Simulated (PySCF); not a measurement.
## A ladder of Hamiltonians for Ar⁶⁺ (argon, charge +6)

Occupied: 1s1/2, 2s1/2, 2p1/2, 2p3/2, 3s1/2. Hartree-Fock calculated with PySCF 2.14 in an even-tempered Gaussian basis (19 s from 0.11 bohr⁻², ratio 2.7; 13 p from 0.13 bohr⁻², ratio 2.7), Gaussian nucleus throughout. NR is non-relativistic, sf-X2C the spin-free one-electron X2C Hamiltonian, X2C adds the bare one-electron spin-orbit term, X2C-SNSO screens it by Boettger's factors, DC is four-component Dirac-Coulomb, and the Gaunt and Breit terms are added at first order (total energies over the DC spinors, levels after relaxing the spinors in that mean field). QED terms are absent. Levels marked empty are virtual spinors of this ion; the basis has s and p functions only, so 3d, which can lie below the n = 4 levels, is absent.

| Hamiltonian | E (hartree) | E − E(DC) (hartree) | CPU seconds |
| --- | --- | --- | --- |
| NR | -515.6717 | 1.8657 | 0.4 |
| sf-X2C | -517.4854 | 0.0520 | 0.21 |
| X2C | -517.4875 | 0.0499 | 0.26 |
| X2C-SNSO | -517.4871 | 0.0504 | 0.25 |
| DC | -517.5374 | 0.0000 | 12 |
| DC+Gaunt | -517.3968 | 0.1406 | 26 |
| DC+Breit | -517.4073 | 0.1301 | 90 |

| level (eV) | NR | sf-X2C | X2C | X2C-SNSO | DC | DC+Gaunt | DC+Breit |
| --- | --- | --- | --- | --- | --- | --- | --- |
| 1s1/2 | -3346.3 | -3359.5 | -3359.5 | -3359.5 | -3360.5 | -3358.2 | -3358.3 |
| 2s1/2 | -447.96 | -450.45 | -450.45 | -450.45 | -450.53 | -450.40 | -450.40 |
| 2p1/2 | -372.99 | -373.17 | -374.96 | -374.76 | -374.76 | -374.52 | -374.55 |
| 2p3/2 | -372.99 | -373.17 | -372.28 | -372.38 | -372.42 | -372.27 | -372.29 |
| 3s1/2 | -122.02 | -122.45 | -122.45 | -122.45 | -122.46 | -122.44 | -122.44 |
| 3p1/2 (empty) | -89.856 | -89.895 | -90.116 | -90.091 | -90.090 | -90.059 | -90.064 |
| 3p3/2 (empty) | -89.856 | -89.895 | -89.786 | -89.798 | -89.802 | -89.784 | -89.788 |
| 4s1/2 (empty) | -47.755 | -47.874 | -47.874 | -47.874 | -47.877 | -47.871 | -47.872 |

```tsv
interval (eV)	X2C	X2C-SNSO	DC	DC+Gaunt	DC+Breit
2p3/2 − 2p1/2	2.680	2.380	2.342	2.253	2.253
3p3/2 − 3p1/2	0.3301	0.2932	0.2876	0.2759	0.2759
```

Weight of the small component: 1s1/2 0.00412, 2s1/2 0.000683, 2p1/2 0.000648, 2p3/2 0.000643, 3s1/2 0.000151, 3p1/2 0.000127, 3p3/2 0.000126, 4s1/2 5.34e-05.

Koopmans' value for the highest occupied level at DC+Breit: 122.44 eV, against an ionisation energy of 124.41 ± 0.06 eV (semi-empirical (NIST evaluation); NIST Atomic Spectra Database, ionization energies); the former lacks relaxation, correlation, QED and recoil.

The whole ladder took 130 s of wall time on 1 thread of Intel(R) Xeon(R) Platinum 8259CL CPU @ 2.50GHz (shared host), launched as `OMP_NUM_THREADS=1 python relrun2.py TASK.json OUT` (a driver that calls PySCF for each Hamiltonian).
